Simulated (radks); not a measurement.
Spherical quantum dot in the effective-mass picture: electrons in a parabolic well V = omega^2 r^2 / 2 with omega = 1.15, all in effective atomic units (hartree* = m*/eps^2 hartree, bohr* = eps/m* bohr), one dielectric constant everywhere. Calculated with a radial shooting solver with Libxc functionals: non-relativistic Kohn-Sham, exchange-only LDA, spin-polarised, spherical densities. Levels are named by radial order and angular momentum (1s, 1p, 1d, 2s, ...), and open shells are averaged over m.

N = 21, configuration 1s2 1p6 1d10 2s2 1f(up 1, down 0). This is the lowest configuration that the search found. Occupied and some empty levels:

level    occupation  eigenvalue (hartree*)  <r> (bohr*)
1s up             1                 11.776        1.576
1s down           1                 11.785        1.568
1p up             3                 12.296        1.953
1p down           3                 12.310        1.948
1d up             5                 12.895        2.221
1d down           5                 12.913        2.218
2s up             1                 13.051        1.919
2s down           1                 13.064        1.921
1f up             1                 13.561        2.434
1f down           0                 13.580        2.433
2p up             0                 13.785        2.167
2p down           0                 13.798        2.168
1g up             0                 14.284        2.616
1g down           0                 14.304        2.616
2d up             0                 14.554        2.392
2d down           0                 14.567        2.393

Energy (hartree*): total 173.348, kinetic 21.520, external 64.956, Hartree 95.679, exchange-correlation -8.8070.

Electron density:

r (bohr*)  n(r) (e/bohr*^3)
0.0865               0.4010
0.413                0.3644
0.739                0.3100
1.06                 0.2785
1.39                 0.2785
1.72                 0.2793
2.04                 0.2451
2.37                 0.1734
2.69                0.09453
3.02                0.03877
3.35                0.01181
3.67               0.002663
4.00              0.0004431
4.33             0.00005522
